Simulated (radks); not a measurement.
Q: The mean radii <r> (bohr) of the occupied orbitals of an atom or ion are listed with their occupations. Method: non-relativistic Kohn-Sham, LB94 model potential, spin-polarised, spherical densities, point nucleus; computed with a radial shooting solver on a logarithmic mesh with Libxc functionals.

| orbital | occ. | <r> |
|---|---|---|
| 1s down | 1 | 0.01940 |
| 1s up | 1 | 0.01940 |
| 2s up | 1 | 0.08171 |
| 2s down | 1 | 0.08171 |
| 2p up | 3 | 0.06903 |
| 2p down | 3 | 0.06903 |
| 3s up | 1 | 0.2064 |
| 3s down | 1 | 0.2064 |
| 3p up | 3 | 0.1967 |
| 3p down | 3 | 0.1967 |
| 3d up | 5 | 0.1718 |
| 3d down | 5 | 0.1718 |
| 4s up | 1 | 0.4573 |
| 4s down | 1 | 0.4573 |
| 4p up | 3 | 0.4618 |
| 4p down | 3 | 0.4618 |
| 4d up | 5 | 0.4708 |
| 4d down | 5 | 0.4709 |
| 4f up | 7 | 0.5001 |
| 4f down | 7 | 0.5002 |
| 5s up | 1 | 1.049 |
| 5s down | 1 | 1.048 |
| 5p up | 3 | 1.148 |
| 5p down | 3 | 1.146 |
| 5d up | 5 | 1.599 |
| 5d down | 4 | 1.596 |

Name the element and its charge. Open shells, if any, are filled with parallel spins first.

A: Z = 78, platinum, charge +1: Pt+ in [Xe] 4f14 5d9. The 1s radius gives Z: for a bare nucleus <r> = 1.5/Z, 0.01923 bohr for Z = 78, and screening makes it slightly larger (0.01940 here). The occupations add up to 77, and the charge is Z minus that.
